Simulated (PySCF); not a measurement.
## One reaction down a group: F, Cl, Br, I

The same gas-phase reaction for F, Cl, Br, I:
- 3 GeH₄ + Si + SiF₂ → 2 H₃SiGeH₃ + GeF₂
- 3 GeH₄ + Si + SiCl₂ → 2 H₃SiGeH₃ + GeCl₂
- 3 GeH₄ + Si + SiBr₂ → 2 H₃SiGeH₃ + GeBr₂
- 3 GeH₄ + Si + SiI₂ → 2 H₃SiGeH₃ + GeI₂

Energies from PySCF, thermal terms from the rigid-rotor harmonic-oscillator model, ideal gas at 1 bar. † marks an energy on the PBE0/def2-TZVP geometry and frequencies. CCSD(T) freezes the core. Open shells (unrestricted): Si (multiplicity 3, electronic degeneracy 9); the rest are closed-shell singlets. Spin-orbit splitting is ignored; it lowers the true energy and changes the entropy of Si. I: scalar-relativistic def2 core potential, no spin-orbit coupling. Br, Ge: all electrons, no relativistic terms. CCSD(T) isn't extrapolated to the basis-set limit. The harmonic model lacks anharmonicity and excited electronic states, which grow with temperature; levels with a mode under 35 cm⁻¹ are left out. Internal rotation in H₃SiGeH₃ is treated as a harmonic vibration of one conformer, which makes the entropy rough. Soft modes under 120 cm⁻¹ make the harmonic entropy rough for GeBr₂, SiI₂, GeI₂.

ΔH°(298 K) in kJ, by level:

| level | F | Cl | Br | I |
|---|---|---|---|---|
| ωB97M-V/def2-TZVP† | -380.5 | -476.0 | -495.6 | -512.3 |
| CCSD(T)/def2-SVP† | -337.5 | -416.0 | -433.3 | -454.2 |
| HF/def2-TZVP† | -258.4 | -369.6 | -391.1 | -408.1 |
| BLYP/def2-TZVP† | -370.5 | -464.1 | -483.8 | -499.1 |
| M06-2X/def2-TZVP† | -393.1 | -485.3 | -503.1 | -517.1 |

At ωB97M-V/def2-TZVP†, ΔH° falls from F to I, over a range of 131.8 kJ; the steps are -95.5, -19.6, -16.7 kJ. 5 of the 5 levels shown give the same order. The levels scatter most for F (134.7 kJ between the highest and the lowest) and least for I (109.0 kJ). ΔS°(298 K) runs from -222.0 to -220.8 J/K, so TΔS° at 298 K spreads over 0.4 kJ among the members, against 131.8 kJ for ΔH°.

Free energies at ωB97M-V/def2-TZVP†:

```
member  ΔS°(298 K), J/K  ΔG°(298 K), kJ  ΔG°(1200 K), kJ         ΔG° changes sign
------  ---------------  --------------  ---------------  -----------------------
F                -220.8            -315             -130           1800 to 2000 K
Cl               -221.5            -410             -224           2000 to 2500 K
Br               -221.7            -429             -243           2000 to 2500 K
I                -222.0            -446             -259  none from 298 to 2500 K
```

The NASA 1993 table holds none of these reactions whole; the comparison is among the levels.
